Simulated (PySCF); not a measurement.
Species: N-methylaniline, C7H9N.
SMILES with atom numbers: `[CH3:1][NH:2][c:3]1[cH:4][cH:5][cH:6][cH:7][cH:8]1` (hydrogens: H9, H10, H11 on C1; H12 on N2; H13 on C4; H14 on C5; H15 on C6; H16 on C7; H17 on C8)

Cartesian coordinates in Å at the GFN2-xTB level; atoms count from 1:
```xyz
17
C7H9N angstrom
C      2.625   -0.168   -0.357
N      1.594    0.534    0.365
C      0.256    0.244    0.208
C     -0.233   -0.481   -0.880
C     -1.592   -0.691   -1.026
C     -2.491   -0.196   -0.098
C     -2.014    0.522    0.988
C     -0.661    0.740    1.141
H      3.595    0.211   -0.040
H      2.598   -1.252   -0.189
H      2.520    0.021   -1.427
H      1.848    0.823    1.298
H      0.447   -0.883   -1.615
H     -1.951   -1.255   -1.876
H     -3.549   -0.370   -0.215
H     -2.702    0.912    1.723
H     -0.296    1.302    1.990
```

Theory: PBE0/def2-SVPD in PySCF (dipole) on a GFN2-xTB geometry, gas phase.

Masses are those of the commonest isotopes; rigid-rotor values at the optimised geometry. The values belong to one conformer with, in the numbering `[CH3:1][NH:2][c:3]1[cH:4][cH:5][cH:6][cH:7][cH:8]1`, C1–N2–C3–C4 -17°.

**Question.** What are A, B and C (MHz)?

**Answer.** Ia = 100.04, Ib = 329.76, Ic = 425.46 u·Å²; 505379 MHz·u·Å²/I gives A = 5052, B = 1533, C = 1188 MHz.

**Question.** What kind of rotor is it?

**Answer.** An asymmetric top; Ray's κ = -0.822.

**Question.** What does the inertial defect say?

**Answer.** Not planar: Δ = Ic − Ia − Ib = -4.33 u·Å². For a rigid frame Δ = −2 Σ m c², so Σ m c² = 2.17 u·Å² lies off the ab plane: 1.69 from hydrogen and 0.48 from heavier atoms. The atom farthest from that plane is 1.11 Å away.

**Question.** Give the other two planar moments, Paa and Pbb, and the rms extents of the mass along the axes.

**Answer.** Paa = Σ m a² = (Ib + Ic − Ia)/2 = 327.59 and Pbb = Σ m b² = (Ia + Ic − Ib)/2 = 97.87 u·Å². With the mass M = 107.07 u, the rms extents √(P/M) along a, b and c are 1.75, 0.96, 0.14 Å.

**Question.** List the rotational levels J(Ka,Kc) to J = 4 (K).

**Answer.** Above 0(0,0), as E/k:
J = 1: 1(0,1) 0.131, 1(1,1) 0.299, 1(1,0) 0.316
J = 2: 2(0,2) 0.391, 2(1,2) 0.544, 2(1,1) 0.594, 2(2,1) 1.100, 2(2,0) 1.102
J = 3: 3(0,3) 0.778, 3(1,3) 0.910, 3(1,2) 1.009, 3(2,2) 1.492, 3(2,1) 1.498, 3(3,1) 2.379, 3(3,0) 2.379
J = 4: 4(0,4) 1.289, 4(1,4) 1.397, 4(1,3) 1.562, 4(2,3) 2.013, 4(2,2) 2.030, 4(3,2) 2.903, 4(3,1) 2.903, 4(4,1) 4.141, 4(4,0) 4.141

**Question.** Which types of transition are allowed, and where do some lines up to J = 2 fall?

**Answer.** The dipole components are |μa| = 1.74 D, |μb| = 0.44 D, |μc| = 0.52 D. The squared components, which scale the intensities, stand as 1.00 : 0.06 : 0.09 (a : b : c). Some lines, for components of 0.1 D or more:

| type | branch | J(Ka,Kc) | MHz | lower level (cm⁻¹) |
| --- | --- | --- | --- | --- |
| a | Q | 1(1,0) ← 1(1,1) | 345 | 0.208 |
| a | Q | 2(1,1) ← 2(1,2) | 1034 | 0.378 |
| a | R | 1(0,1) ← 0(0,0) | 2720 | 0.000 |
| c | Q | 2(1,2) ← 2(0,2) | 3199 | 0.271 |
| c | Q | 1(1,1) ← 1(0,1) | 3519 | 0.091 |
| b | Q | 1(1,0) ← 1(0,1) | 3864 | 0.091 |
| b | Q | 2(1,1) ← 2(0,2) | 4233 | 0.271 |
| a | R | 2(1,2) ← 1(1,1) | 5096 | 0.208 |
| a | R | 2(0,2) ← 1(0,1) | 5417 | 0.091 |
| a | R | 2(1,1) ← 1(1,0) | 5786 | 0.220 |
| b | R | 1(1,1) ← 0(0,0) | 6240 | 0.000 |
| c | R | 1(1,0) ← 0(0,0) | 6585 | 0.000 |
| b | R | 2(1,2) ← 1(0,1) | 8616 | 0.091 |
| c | R | 2(1,1) ← 1(0,1) | 9650 | 0.091 |
| c | Q | 2(2,1) ← 2(1,1) | 10558 | 0.413 |
| b | Q | 2(2,0) ← 2(1,1) | 10582 | 0.413 |
| b | Q | 2(2,1) ← 2(1,2) | 11592 | 0.378 |
| b | R | 2(2,1) ← 1(1,0) | 16344 | 0.220 |
| c | R | 2(2,0) ← 1(1,0) | 16368 | 0.220 |
| c | R | 2(2,1) ← 1(1,1) | 16689 | 0.208 |
| b | R | 2(2,0) ← 1(1,1) | 16713 | 0.208 |

**Question.** Estimate the classical rotational partition function at 50 K, 100 K and 500 K.

**Answer.** Point group C1, symmetry number σ = 1; q = (√π/σ)·√((kT/h)³/(ABC)), k/h = 20836.6 MHz/K: 19700 at 50 K, 55600 at 100 K, 622000 at 500 K.

No GFN2-xTB frequencies stand behind this structure, so it isn't proved a minimum. Constants of a rigid frame at the computed geometry: no zero-point averaging, no centrifugal distortion. A rigid rotor knows nothing of inversion at nitrogen or internal rotation, which can split or shift real lines. Quadrupole hyperfine structure (14N) is left out.
